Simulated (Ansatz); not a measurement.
Molecule: C₂H₆FSi, net charge 0, doublet state. SMILES: C[Si](C)F
Geometry from a B3LYP-D3(BJ)/def2-TZVP (Ansatz, a program for electronic structure) optimisation:
```
Si
F 1 1.6217
C 1 1.8758 2 107.19
H 3 1.0904 1 111.49 2 60.84
H 3 1.0918 4 108.31 1 -121.75
H 3 1.0947 4 108.31 5 -117.38
C 1 1.8758 2 107.19 3 -120.33
H 7 1.0904 1 111.49 2 -60.84
H 7 1.0918 8 108.31 1 121.75
H 7 1.0947 8 108.31 9 117.38
```
Charge 0, spin multiplicity 2.

Wanted: atomisation energy, in kcal/mol. Conventions: 6-31G* and kin with 6d, 5d where marked; dispersion terms only where a functional's name holds one; atomisation electronic, to ground-state atoms; non-relativistic; frozen cores in correlated levels; open shells spin-unrestricted; no spin-orbit coupling. CBS(X,Y): correlation extrapolated as X^-3; Hartree-Fock from the larger set. Ab initio and DFT rows: single points at B3LYP-D3(BJ) geometries (Ansatz).

| species | coefficient | E at PBE/6-31G* (Ansatz), Eh | E at PBE0/def2-TZVPD (Ansatz), Eh |
|---|---|---|---|
| C[Si](C)F | -1 | -468.80033 | -468.96408 |
| C atom | +2 | -37.78288 | -37.80543 |
| F atom | +1 | -99.61359 | -99.67703 |
| H atom | +6 | -0.49743 | -0.50104 |
| Si atom | +1 | -289.20204 | -289.24952 |

Coupled cluster (Ansatz) is a level with limits of its own, used here on species with T1 under 0.025 (0.045 for open shells) and stable references: CCSD(T)/CBS(cc-pV(T+d)Z,cc-pV(Q+d)Z). Value to compare with, CCSD(T)/CBS(cc-pV(T+d)Z,cc-pV(Q+d)Z) (Ansatz): 895.2 kcal/mol. 1 Eh = 627.5095 kcal/mol.

Problem. Work the quantity out at each level, and compare with CCSD(T)/CBS(cc-pV(T+d)Z,cc-pV(Q+d)Z) (Ansatz).

Solution. 
- PBE/6-31G*: the sum of coefficient times E is 1.43436 Eh, or 900.07 kcal/mol. Result: 900.1 kcal/mol. Its difference against CCSD(T)/CBS(cc-pV(T+d)Z,cc-pV(Q+d)Z) (Ansatz) is 4.9 kcal/mol.
- PBE0/def2-TZVPD: the sum of coefficient times E is 1.42043 Eh, or 891.33 kcal/mol. Result: 891.3 kcal/mol. Its difference against CCSD(T)/CBS(cc-pV(T+d)Z,cc-pV(Q+d)Z) (Ansatz) is -3.9 kcal/mol.
